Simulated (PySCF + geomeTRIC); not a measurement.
Species: [Mo(F)3(CH3)3] (charge 0, multiplicity 1).

Give a relaxed geometry from BP86-D3(BJ)/def2-SVP run with PySCF + geomeTRIC.

the end point of this relaxation.
Cartesian coordinates (Å) in one orientation:
```xyz
16

Mo     0.126     0.071     0.026
F      1.836     0.623     0.542
F      0.659    -0.435    -1.693
F     -0.419     1.782    -0.496
C      0.391    -0.812     1.980
H     -0.416    -1.431     2.403
H      0.590     0.068     2.630
H      1.333    -1.397     1.893
C     -1.832     0.286     0.914
H     -2.241    -0.540     1.518
H     -2.487     0.490     0.039
H     -1.762     1.217     1.517
C     -0.728    -1.897    -0.226
H     -1.323    -2.333     0.592
H      0.160    -2.531    -0.444
H     -1.333    -1.819    -1.155
```
